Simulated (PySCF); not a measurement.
C2H7NOSi2, SMILES N[Si@]1(O)C=C[SiH2]1.

Geometry optimised at B3LYP-D3(BJ)/def2-SVP. The structure was generated by enumeration; whether it is a known compound was not checked. The values are those of a single conformer.

Two levels are set side by side: PBE/def2-TZVP (PySCF) and PBE0/def2-TZVP (PySCF). Same geometry, gas phase. Differences are taken from unrounded values.

```
quantity                      PBE0
---------------------------  -----
orbital gap (eV)              6.22
highest occupied level (eV)  -6.90
lowest empty level (eV)      -0.68
dipole moment (D)             1.36
mean polarisability (bohr³)   84.5
```

Question: What does PBE give, and how far is it from PBE0? (An estimate is asked for; the answer gives what the named calculation found.)

Answer: 
| quantity | PBE | PBE minus PBE0 |
|---|---|---|
| orbital gap (eV) | 4.01 | -2.22 |
| highest occupied level (eV) | -5.68 | 1.22 |
| lowest empty level (eV) | -1.67 | -1.00 |
| dipole moment (D) | 1.37 | 0.01 |
| mean polarisability (bohr³) | 88.1 | 3.6 |

PBE's occupied levels lie high since its potential decays too fast outside the molecule; exact exchange lowers them and widens the gap. Loosely held outer electrons make PBE densities more polarisable. Differences between two approximate levels are no errors against the true value.

Rough cost on one machine, each run with all the roots and properties that it gave: PBE0 against PBE within a factor of 2.
